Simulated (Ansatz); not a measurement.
Species: H10GeSi3, SMILES `[SiH3][SiH2][GeH2][SiH3]` (Si–Si–Ge–Si torsion 179°) (charge 0, multiplicity 1).

Question: Give a relaxed geometry from Ansatz (a first-principles code) with PBE-D3(BJ)/def2-SVP.

Answer: One answer among several that fit: the end point of this relaxation, one of several conformers (outside a Z-matrix the atoms follow the SMILES, hydrogens last).
Z-matrix (Å, degrees):
```
Ge
H 1 1.5546
H 1 1.5547 2 107.40
Si 1 2.3944 2 110.11 3 119.82
H 4 1.5048 1 109.36 2 -178.91
H 4 1.5048 5 108.74 1 119.47
H 4 1.5053 5 108.90 6 118.52
Si 1 2.3971 2 109.23 3 -118.34
H 8 1.5078 1 108.99 2 -61.38
H 8 1.5079 9 107.94 1 118.23
Si 8 2.3519 9 110.06 10 120.05
H 11 1.5055 8 109.51 9 -179.76
H 11 1.5055 12 108.58 8 119.62
H 11 1.5062 12 108.77 13 118.22
```
